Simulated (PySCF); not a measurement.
Au²⁺ (gold, charge +2) across methods

[Xe] 4f14 5d9, 2D determinant. All numbers are calculated (PySCF 2.14, scalar relativity by spin-free X2C-1e, in x2c-TZVPPall (11s7p7d3f1g, 97 functions)).

| method | E (hartree) | mean ε 5p β (eV) | mean ε 5d α (eV) | mean ε 5d β (eV) | Σ⟨r²⟩ (bohr²) | ⟨S²⟩ |
| --- | --- | --- | --- | --- | --- | --- |
| PBE | -19013.44 | -81.285 | -27.686 | -26.993 | 42.46 | 0.757 |
| BLYP | -19014.48 | -81.197 | -27.548 | -26.905 | 42.66 | 0.756 |
| UHF | -19007.80164 | -95.237 | -34.017 | -32.981 | 41.93 | 0.761 |
| PBE0 | -19013.21 | -85.078 | -29.512 | -28.748 | 42.21 | 0.757 |
| r2SCAN0 | -19013.25 | -86.134 | -29.747 | -28.944 | 42.05 | 0.763 |
| r2SCAN | -19013.47 | -82.753 | -27.971 | -27.223 | 42.17 | 0.767 |
| PBEsol | -19007.73 | -81.316 | -27.697 | -26.998 | 42.41 | 0.757 |

Q: Estimate the same row for LDA.

A: E (hartree) = -19001.74; mean ε 5p β (eV) = -81.659; mean ε 5d α (eV) = -27.940; mean ε 5d β (eV) = -27.276; Σ⟨r²⟩ (bohr²) = 42.51; ⟨S²⟩ = 0.754.

Spin-orbit coupling, absent here, splits the open shell strongly.
